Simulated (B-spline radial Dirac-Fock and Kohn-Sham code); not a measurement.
Cross section and asymmetry of the 4f7/2 subshell of Pb⁴⁺

System: Pb⁴⁺, configuration [Xe] 4f14 5d10. The computed 4f7/2 threshold is 187.1 eV; without correlation, outer thresholds are uncertain by 1 to 2 eV.

Input file task.json (cfg lists n, l and occupation; rrms is the nuclear radius in fm):

```json
{"items": [{
  "Z": 82,
  "q": 4,
  "cfg": [[1, 0, 2], [2, 0, 2], [2, 1, 6], [3, 0, 2], [3, 1, 6], [3, 2, 10], [4, 0, 2], [4, 1, 6], [4, 2, 10], [4, 3, 14], [5, 0, 2], [5, 1, 6], [5, 2, 10]],
  "A": 208,
  "rrms": 5.5012,
  "do": ["binding", "quiet", "photo", "scan"],
  "hv": [33.9, 39.9, 44.5, 79.4, 150, 200, 1000, 1100.0, 1253.6, 2000, 2700.0, 3980.0, 8047.8, 13200.0, 17479.3, 100000]
}]}
```

Launch: `python xray_run.py task.json out`

The computed values come from a radial atomic solver: the independent-particle Dirac-Slater model, thresholds from Dirac-Fock. Interchannel coupling and autoionising resonances are not included, so magnitudes near threshold are approximate.

Question: How do σ and β run from threshold to 400 eV kinetic energy?

Answer: The cross section shows no minimum in this range. Its largest value, 2.83 Mb, lies 164 eV above threshold, delayed by the centrifugal barrier of the l+1 channel. β ranges from 0.28 (at 130.9 eV) to 2.00.

```csv
kinetic energy (eV),σ (Mb),β
1.5,0.306,1.70
2.3,0.315,1.80
3.7,0.330,1.90
5.7,0.356,1.98
9.0,0.400,1.99
14.0,0.481,1.88
21.9,0.638,1.59
34.2,0.932,1.15
53.5,1.44,0.69
83.7,2.09,0.38
130.9,2.68,0.28
204.6,2.77,0.35
319.9,2.14,0.52
```
